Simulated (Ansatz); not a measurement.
Born–Oppenheimer molecular dynamics of F3HOZr (6 atoms, charge 0, multiplicity 1). It starts from a relaxed structure.

These are results of Ansatz, RKS B3LYP/def2-SVP, not measurements.

```
ensemble        : NVT, Nosé–Hoover chain
time step       : 0.5 fs
steps asked     : 150
set temperature : 400 K
thermostat      : time constant 20 fs, chain length 5
seed            : 671000
```

Frames 2.5 fs apart, positions in Å, forces in eV/Å.

Velocities at 5 fs (Å/ps):

```
Zr 1.18 0.06 0.05
F -3.65 -0.47 4.47
F -5.60 -4.20 -3.71
O -0.76 2.80 1.09
H -7.34 -9.85 -22.38
F 4.61 2.56 -0.73
```

```xyz
6
Properties=species:S:1:pos:R:3:forces:R:3 time_fs=5 energy_less_start_eV=0.036 T=331
Zr -0.044 -0.089 0.007 -0.96 0.70 0.91
F -0.005 -0.023 1.944 0.04 -0.03 -0.56
F 1.689 0.101 -0.703 0.82 0.10 -0.30
O -1.183 1.322 -0.650 -0.08 0.01 -0.18
H -1.774 1.945 -1.100 0.34 -0.34 0.28
F -0.712 -1.777 -0.538 -0.17 -0.43 -0.15
6
Properties=species:S:1:pos:R:3:forces:R:3 time_fs=7.5 energy_less_start_eV=0.065 T=278
Zr -0.042 -0.088 0.007 -1.32 0.94 1.25
F -0.014 -0.024 1.954 0.07 -0.04 -0.76
F 1.676 0.090 -0.713 1.14 0.13 -0.43
O -1.185 1.329 -0.648 0.07 -0.20 -0.13
H -1.780 1.909 -1.146 0.28 -0.24 0.27
F -0.701 -1.771 -0.540 -0.24 -0.60 -0.20
6
Properties=species:S:1:pos:R:3:forces:R:3 time_fs=10 energy_less_start_eV=0.091 T=232
Zr -0.040 -0.087 0.008 -1.52 1.08 1.47
F -0.023 -0.025 1.962 0.09 -0.04 -0.89
F 1.667 0.081 -0.724 1.31 0.16 -0.49
O -1.186 1.335 -0.646 0.76 -0.88 0.44
H -1.772 1.860 -1.179 -0.36 0.37 -0.29
F -0.690 -1.767 -0.543 -0.28 -0.69 -0.23
6
Properties=species:S:1:pos:R:3:forces:R:3 time_fs=12.5 energy_less_start_eV=0.099 T=223
Zr -0.039 -0.086 0.011 -1.51 1.07 1.53
F -0.032 -0.027 1.967 0.10 -0.04 -0.94
F 1.662 0.071 -0.737 1.33 0.17 -0.49
O -1.186 1.338 -0.643 0.29 -0.48 0.00
H -1.779 1.827 -1.224 0.09 -0.02 0.13
F -0.681 -1.766 -0.546 -0.31 -0.71 -0.24
6
Properties=species:S:1:pos:R:3:forces:R:3 time_fs=15 energy_less_start_eV=0.100 T=232
Zr -0.039 -0.083 0.014 -1.30 0.93 1.42
F -0.041 -0.028 1.969 0.12 -0.03 -0.91
F 1.661 0.062 -0.752 1.16 0.17 -0.41
O -1.184 1.340 -0.639 -0.11 -0.17 -0.40
H -1.781 1.793 -1.262 0.44 -0.27 0.50
F -0.672 -1.766 -0.551 -0.30 -0.64 -0.21
6
Properties=species:S:1:pos:R:3:forces:R:3 time_fs=17.5 energy_less_start_eV=0.085 T=280
Zr -0.040 -0.080 0.018 -0.94 0.69 1.14
F -0.049 -0.030 1.968 0.12 -0.01 -0.80
F 1.664 0.053 -0.768 0.85 0.16 -0.25
O -1.182 1.341 -0.637 0.46 -0.59 0.24
H -1.763 1.746 -1.277 -0.22 0.24 -0.18
F -0.663 -1.769 -0.556 -0.27 -0.48 -0.15
6
Properties=species:S:1:pos:R:3:forces:R:3 time_fs=20 energy_less_start_eV=0.074 T=326
Zr -0.042 -0.076 0.024 -0.46 0.33 0.73
F -0.057 -0.032 1.965 0.13 0.00 -0.61
F 1.670 0.044 -0.786 0.45 0.15 -0.04
O -1.179 1.339 -0.634 0.36 -0.48 0.21
H -1.754 1.709 -1.300 -0.24 0.26 -0.21
F -0.656 -1.773 -0.562 -0.23 -0.27 -0.07
6
Properties=species:S:1:pos:R:3:forces:R:3 time_fs=22.5 energy_less_start_eV=0.078 T=354
Zr -0.044 -0.072 0.030 0.07 -0.10 0.20
F -0.066 -0.034 1.960 0.13 0.03 -0.34
F 1.677 0.035 -0.805 0.02 0.15 0.19
O -1.174 1.336 -0.630 -0.44 0.09 -0.63
H -1.755 1.684 -1.333 0.41 -0.13 0.56
F -0.648 -1.778 -0.568 -0.18 -0.03 0.02
6
Properties=species:S:1:pos:R:3:forces:R:3 time_fs=25 energy_less_start_eV=0.093 T=370
Zr -0.046 -0.068 0.036 0.58 -0.55 -0.40
F -0.074 -0.036 1.953 0.12 0.05 -0.02
F 1.685 0.026 -0.825 -0.40 0.15 0.43
O -1.170 1.333 -0.628 -0.22 0.01 -0.27
H -1.736 1.653 -1.340 0.04 0.11 0.13
F -0.641 -1.784 -0.575 -0.12 0.22 0.13
6
Properties=species:S:1:pos:R:3:forces:R:3 time_fs=27.5 energy_less_start_eV=0.135 T=336
Zr -0.049 -0.063 0.043 1.03 -0.96 -1.03
F -0.083 -0.038 1.946 0.11 0.07 0.35
F 1.692 0.017 -0.844 -0.76 0.17 0.64
O -1.167 1.329 -0.627 0.17 -0.15 0.34
H -1.716 1.627 -1.341 -0.48 0.42 -0.54
F -0.634 -1.790 -0.582 -0.07 0.46 0.24
6
Properties=species:S:1:pos:R:3:forces:R:3 time_fs=30 energy_less_start_eV=0.180 T=298
Zr -0.050 -0.059 0.050 1.40 -1.33 -1.64
F -0.092 -0.040 1.939 0.10 0.08 0.73
F 1.697 0.008 -0.863 -1.02 0.19 0.83
O -1.163 1.326 -0.625 -0.64 0.37 -0.60
H -1.716 1.622 -1.366 0.20 0.04 0.35
F -0.626 -1.794 -0.588 -0.04 0.65 0.33
6
Properties=species:S:1:pos:R:3:forces:R:3 time_fs=32.5 energy_less_start_eV=0.232 T=243
Zr -0.051 -0.056 0.056 1.64 -1.58 -2.17
F -0.101 -0.042 1.934 0.10 0.09 1.06
F 1.700 -0.001 -0.880 -1.21 0.21 0.97
O -1.162 1.323 -0.624 -0.82 0.52 -0.78
H -1.707 1.621 -1.375 0.31 -0.02 0.51
F -0.618 -1.796 -0.594 -0.03 0.78 0.40
```

Of the whole run (75 fs, mean temperature of the second half 316 K): The conserved energy stayed within 0.096 meV per atom of its start (net change 0.044 meV per atom), so the integration is sound. The mean temperature of the second half is 21 % below the set value. A run of 0.075 ps of so small a system gives no equilibrium averages.

Run time: 10 min on 1 thread of Arm Neoverse V2 (shared host), peak memory 0.19 GiB.
